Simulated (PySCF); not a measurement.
C3H7BFN, SMILES C/C=C/B(N)F. Atoms are numbered in the order given.

```xyz
13

C      0.0888     2.8615     0.0000
C     -0.3160     1.4199     0.0000
C      0.5156     0.3525     0.0000
B      0.0802    -1.1496     0.0000
N     -1.2563    -1.5963     0.0000
F      1.0528    -2.0994     0.0000
H     -0.3199     3.3932     0.8871
H      1.1903     2.9803     0.0000
H     -0.3199     3.3932    -0.8871
H     -1.4112     1.2448     0.0000
H      1.6028     0.5628     0.0000
H     -2.0605    -0.9724     0.0000
H     -1.4944    -2.5877     0.0000
```
Charge 0, spin multiplicity 1.

The structure is a stationary point at PBE-D3(BJ)/def2-SVP. The geometry has at least one imaginary mode, so it is a saddle point at that level. The structure was generated by enumeration; whether it is a known compound was not checked. The values are those of a single conformer.

Computed with PBE-D3(BJ)/def2-SVP (PySCF 2.14.0).

Frequencies are harmonic and unscaled.

```json
[
 {"mode": "1", "ν (cm⁻¹)": "51i", "IR (km/mol)": "0.7", "moving atoms (share of kinetic energy)": "H 51 %, C 30 %, F 14 %"},
 {"mode": "2", "ν (cm⁻¹)": "148", "IR (km/mol)": "2.6", "moving atoms (share of kinetic energy)": "C 36 %, N 26 %, H 23 %, F 13 %"},
 {"mode": "3", "ν (cm⁻¹)": "161", "IR (km/mol)": "3.0", "moving atoms (share of kinetic energy)": "C 60 %, H 29 %"},
 {"mode": "4", "ν (cm⁻¹)": "195", "IR (km/mol)": "0.6", "moving atoms (share of kinetic energy)": "H 86 %, C 13 %"},
 {"mode": "5", "ν (cm⁻¹)": "332", "IR (km/mol)": "0.3", "moving atoms (share of kinetic energy)": "C 38 %, H 28 %, N 17 %, F 16 %"},
 {"mode": "6", "ν (cm⁻¹)": "391", "IR (km/mol)": "1.5", "moving atoms (share of kinetic energy)": "F 37 %, C 33 %, H 13 %, N 9 %"},
 {"mode": "7", "ν (cm⁻¹)": "401", "IR (km/mol)": "153.2", "moving atoms (share of kinetic energy)": "H 81 %, N 18 %"},
 {"mode": "8", "ν (cm⁻¹)": "469", "IR (km/mol)": "2.7", "moving atoms (share of kinetic energy)": "H 33 %, C 27 %, F 19 %, B 15 %"},
 {"mode": "9", "ν (cm⁻¹)": "528", "IR (km/mol)": "0.1", "moving atoms (share of kinetic energy)": "H 90 %"},
 {"mode": "10", "ν (cm⁻¹)": "587", "IR (km/mol)": "25.5", "moving atoms (share of kinetic energy)": "B 57 %, H 27 %"},
 {"mode": "11", "ν (cm⁻¹)": "769", "IR (km/mol)": "3.0", "moving atoms (share of kinetic energy)": "H 51 %, C 32 %, B 17 %"},
 {"mode": "12", "ν (cm⁻¹)": "792", "IR (km/mol)": "2.4", "moving atoms (share of kinetic energy)": "C 37 %, H 29 %, N 23 %, F 9 %"},
 {"mode": "13", "ν (cm⁻¹)": "849", "IR (km/mol)": "5.8", "moving atoms (share of kinetic energy)": "H 57 %, N 23 %, F 16 %"},
 {"mode": "14", "ν (cm⁻¹)": "929", "IR (km/mol)": "22.6", "moving atoms (share of kinetic energy)": "H 58 %, C 37 %"},
 {"mode": "15", "ν (cm⁻¹)": "985", "IR (km/mol)": "24.1", "moving atoms (share of kinetic energy)": "H 91 %, C 9 %"},
 {"mode": "16", "ν (cm⁻¹)": "1013", "IR (km/mol)": "1.0", "moving atoms (share of kinetic energy)": "H 60 %, C 40 %"},
 {"mode": "17", "ν (cm⁻¹)": "1070", "IR (km/mol)": "10.1", "moving atoms (share of kinetic energy)": "C 54 %, H 41 %"},
 {"mode": "18", "ν (cm⁻¹)": "1184", "IR (km/mol)": "51.8", "moving atoms (share of kinetic energy)": "H 59 %, C 20 %, B 15 %"},
 {"mode": "19", "ν (cm⁻¹)": "1277", "IR (km/mol)": "1.0", "moving atoms (share of kinetic energy)": "H 80 %, C 20 %"},
 {"mode": "20", "ν (cm⁻¹)": "1319", "IR (km/mol)": "214.3", "moving atoms (share of kinetic energy)": "B 50 %, H 23 %, C 18 %"},
 {"mode": "21", "ν (cm⁻¹)": "1335", "IR (km/mol)": "0.6", "moving atoms (share of kinetic energy)": "H 74 %, C 25 %"},
 {"mode": "22", "ν (cm⁻¹)": "1364", "IR (km/mol)": "70.1", "moving atoms (share of kinetic energy)": "B 55 %, H 35 %"},
 {"mode": "23", "ν (cm⁻¹)": "1397", "IR (km/mol)": "8.3", "moving atoms (share of kinetic energy)": "H 96 %"},
 {"mode": "24", "ν (cm⁻¹)": "1403", "IR (km/mol)": "40.8", "moving atoms (share of kinetic energy)": "H 93 %"},
 {"mode": "25", "ν (cm⁻¹)": "1545", "IR (km/mol)": "218.1", "moving atoms (share of kinetic energy)": "H 59 %, N 23 %, B 17 %"},
 {"mode": "26", "ν (cm⁻¹)": "1674", "IR (km/mol)": "108.5", "moving atoms (share of kinetic energy)": "C 91 %"},
 {"mode": "27", "ν (cm⁻¹)": "2953", "IR (km/mol)": "19.5", "moving atoms (share of kinetic energy)": "H 97 %"},
 {"mode": "28", "ν (cm⁻¹)": "3019", "IR (km/mol)": "10.4", "moving atoms (share of kinetic energy)": "H 91 %, C 9 %"},
 {"mode": "29", "ν (cm⁻¹)": "3025", "IR (km/mol)": "19.9", "moving atoms (share of kinetic energy)": "H 92 %, C 8 %"},
 {"mode": "30", "ν (cm⁻¹)": "3054", "IR (km/mol)": "15.8", "moving atoms (share of kinetic energy)": "H 92 %, C 8 %"},
 {"mode": "31", "ν (cm⁻¹)": "3069", "IR (km/mol)": "21.0", "moving atoms (share of kinetic energy)": "H 91 %, C 9 %"},
 {"mode": "32", "ν (cm⁻¹)": "3534", "IR (km/mol)": "38.0", "moving atoms (share of kinetic energy)": "H 96 %"},
 {"mode": "33", "ν (cm⁻¹)": "3642", "IR (km/mol)": "26.4", "moving atoms (share of kinetic energy)": "H 91 %, N 9 %"}
]
```
